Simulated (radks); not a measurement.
Spin polarisation of the 6s1 shell in neutral caesium. Start: [Xe] 6s(up 0.5, down 0.5); electrons of 6s are moved from spin down to spin up, other shells keep equal spins. All-electron calculation, non-relativistic Kohn-Sham, TPSS, spin-polarised, spherical densities, point nucleus; meta-GGA in the generalised Kohn-Sham scheme. Program: a radial shooting solver on a logarithmic mesh with Libxc functionals.

| moment (Bohr magnetons) | E - E(0) (eV) | e(6s up) (eV) | e(6s down) (eV) | 5p down minus up (eV) | 5s down minus up (eV) |
|---|---|---|---|---|---|
| 0 | 0.000 | -1.925 | -1.925 | 0.000 | 0.000 |
| 0.25 | -0.009 | -2.000 | -1.852 | 0.015 | 0.011 |
| 0.5 | -0.036 | -2.075 | -1.797 | 0.031 | 0.023 |
| 0.75 | -0.075 | -2.135 | -1.836 | 0.046 | 0.034 |

At moment 0.75 the spin-polarisation energy is -0.075 eV and the 6s exchange splitting 0.299 eV, that is 0.399 eV per Bohr magneton; E = -I m^2/4 would give I = 0.531 eV.
